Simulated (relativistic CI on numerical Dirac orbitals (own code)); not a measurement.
**What each ingredient does to the levels of Mn⁷⁺**

Base calculation: Dirac-Coulomb-Breit CI, orbitals from a KLI potential per configuration, QED by a radiative potential, unscaled Slater integrals.

CI space (outside the closed core [Ne]): 3s2 3p6, 3s2 3p5 3d, 3s 3p6 3d, 3s2 3p5 4s, 3s2 3p5 4p, 3s2 3p5 4d, 3s 3p6 4s, 3s2 3p5 4f, 3s2 3p5 5s, 3s 3p6 4p, 3p6 3d2, 3p5 3d3, 3p5 3d2 4s, 3p5 3d2 4p, 3p5 3d2 4d. Double excitations out of closed p, d and f shells are left out; levels of such configurations are missing from the list, as are those of other unlisted configurations, and high levels can miss mixing partners. These lack a partner that the ground configuration has and come out too high: 3s2 3p5 4f, 3s2 3p5 5s.

Variants: (1) QED terms removed; (2) Breit term removed. Shifts of the energy above 3s2 3p6 1S_0, in cm⁻¹, for the lowest level and the first level of each name with at least 55 % of one term (blank where a level changes its place among those of its configuration and J or its character, or is not in the variant):

```csv
Level,Base,Δ(1),Δ(2),Measured
3s2 3p6 1S_0,0,0,0,0
3s2 3p5 3d 3P°_0,368596,+16,+323,
3s2 3p5 3d 3P°_1,370671,+11,+461,
3s2 3p5 3d 3P°_2,375006,0,+649,
3s2 3p5 3d 3F°_4,387060,+10,+592,
3s2 3p5 3d 3F°_3,390326,+7,+562,
3s2 3p5 3d 3F°_2,394063,-2,+605,
3s2 3p5 3d 3D°_3,418486,+10,+542,
3s2 3p5 3d 1D°_2,420073,+4,+553,
3s2 3p5 3d 3D°_1,422548,0,+552,
3s2 3p5 3d 3D°_2,424365,-8,+722,
3s2 3p5 3d 1F°_3,426648,-9,+773,
3s2 3p5 3d 1P°_1,562594,+2,+615,539200
3s 3p6 3d 3D_1,721995,+443,+416,
```

At this charge configurations can still be misplaced by up to about 7 % of their energy. 1 of the 1 excited levels that our extract of the measured tables holds in this range could be paired (the sources list more); they are missed by 23394 cm⁻¹ on average and 23394 at most, and levels without a partner can miss by more.

Measured levels: Corliss and Sugar, J. Phys. Chem. Ref. Data 6, 1253 (1977).

Ionisation energy from the two ground configurations alone: base 194.167 eV; Breit term removed 194.219 eV. The NIST ASD value (semi-empirical) is 195.5 eV.

LS names give the leading component of a level, which can be under half, so a name can repeat, a term be missing and a line seem to break the LS rules.
